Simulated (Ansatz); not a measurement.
CH6ClFGeSi, SMILES `C[Si](F)(Cl)[GeH3]`, one more setting.

```yaml
crystal:
  periodic: [false, false, false]
  atoms:
    - {symbol: C, position_ang: [-0.800852, -1.260505, 0.968664]}
    - {symbol: Si, position_ang: [0.556586, -0.551568, -0.068398]}
    - {symbol: F, position_ang: [1.927612, -0.663342, 0.749201]}
    - {symbol: Cl, position_ang: [0.778743, -1.703356, -1.757241]}
    - {symbol: Ge, position_ang: [0.264674, 1.711144, -0.741208]}
    - {symbol: H, position_ang: [-0.909964, -0.690192, 1.894492]}
    - {symbol: H, position_ang: [-0.577696, -2.299752, 1.221889]}
    - {symbol: H, position_ang: [-1.749552, -1.231684, 0.428197]}
    - {symbol: H, position_ang: [0.149271, 2.627118, 0.488926]}
    - {symbol: H, position_ang: [1.452909, 2.168163, -1.598141]}
    - {symbol: H, position_ang: [-1.026431, 1.836876, -1.565683]}
basis:
  gaussian: {orbitals: def2-mTZVPP}
magnetization: {spin_polarized: true, initial_magnetization: 2}
hamiltonian: {xc: {name: r2SCAN}, dispersion: rvv10}
accuracy: high
scf: {lower_state_search: light}
```

```sh
$ ansatz run in.yaml --threads 4 --pin off --events-out ev --progress --plain --max-ram 11315MiB
```

Output, abridged:

```
Functional definition: r2SCAN+rVV10
3289 factors; integrals over basis functions are off by at most 2.7e-8 eV
mean field evaluation 1: about -80754.3274 eV, gradient 4.5e1 eV
mean field evaluation 2: about -80732.3190 eV, gradient 7.8e1 eV
mean field evaluation 4: about -80762.4414 eV, gradient 7.9e0 eV
mean field evaluation 8: about -80762.7449 eV, gradient 6.1e-1 eV
mean field evaluation 16: about -80762.7476 eV, gradient 6.1e-3 eV
mean field evaluation 32: about -80762.7476 eV, gradient 2.8e-6 eV
mean field -80762.74760668 eV, -2967.9762315891 hartree, gradient 4.0e-8 eV, S^2 2.005430; 6 other end points of the search recorded, 0 dependent functions left out
reference -80762.74760955 eV, -2967.9762316944 hartree; 43, 41 occupied and 120, 122 virtual orbitals, 3289 factors
Total energy: -80762.74760955 eV, -2967.9762316944 hartree
```

Run time 72 s (4 threads of an Intel Xeon Platinum 8259CL on a shared host); peak host memory 1.1 GiB.
